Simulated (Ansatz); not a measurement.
`[F][GaH2]` + PH₃ → `[PH2][GaH2]` + H–F at 298.15 K and 1 bar (ligand exchange at a Ga–F bond).

Gas-phase electronic energies from Ansatz, PBE0-D4/def2-TZVP geometries. CCSD(T)/CBS is the MP2 limit (def2-TZVPP, def2-QZVPP) plus CCSD(T) − MP2 in def2-TZVPP, frozen cores. This one scheme is used for every species. For Ga outer-core shells are correlated without core-valence functions, which leaves a few kJ/mol of doubt a bond. Scalar relativity is left out up to krypton.

```tsv
species	CCSD(T)/CBS energy (Eh)	H − E (kJ/mol)	S (J/(mol·K))
`[F][GaH2]`	-2024.95631	51.0	253.1
PH₃	-342.72256	73.1	210.2
`[PH2][GaH2]`	-2267.26620	94.5	289.3
H–F	-100.39570	33.5	173.6
```

H − E and S are ideal-gas, rigid-rotor, harmonic terms from PBE0-D4/def2-TZVP. 1 Eh = 2625.50 kJ/mol, R = 8.31446 J/(mol·K).

Question: By hand: ΔE, ΔH, ΔS and ΔG.

Answer: ΔE = (-2267.26620) + (-100.39570) − (-2024.95631) − (-342.72256) = 0.01697 Eh = 44.6 kJ/mol. Δ(H − E) = 94.5 + 33.5 − 51.0 − 73.1 = 3.9, so ΔH = 48.5 kJ/mol. ΔS = 289.3 + 173.6 − 253.1 − 210.2 = -0.4 J/(mol·K). ΔG = 48.5 − 298.15 × (-0.4)/1000 = 48.6 kJ/mol.

Question: By hand: the equilibrium constant, and the temperature at which ΔG would vanish if ΔH and ΔS stayed fixed.

Answer: log₁₀ K = −ΔG/(RT ln 10) = -8.5. ΔH and −TΔS have one sign here, so there is no such temperature.

The number of gas molecules stays the same, so ΔS is small and ΔH decides. A doubt of 5 kJ/mol in ΔE shifts log₁₀ K by 0.9 here. These are equilibria of isolated gas molecules and say nothing of rates. Largest T1 diagnostic: 0.014 (customary marks: 0.02 for closed shells, 0.045 for open ones).

ΔS is within the doubt of such terms, so its sign, and with it that verdict, could turn.
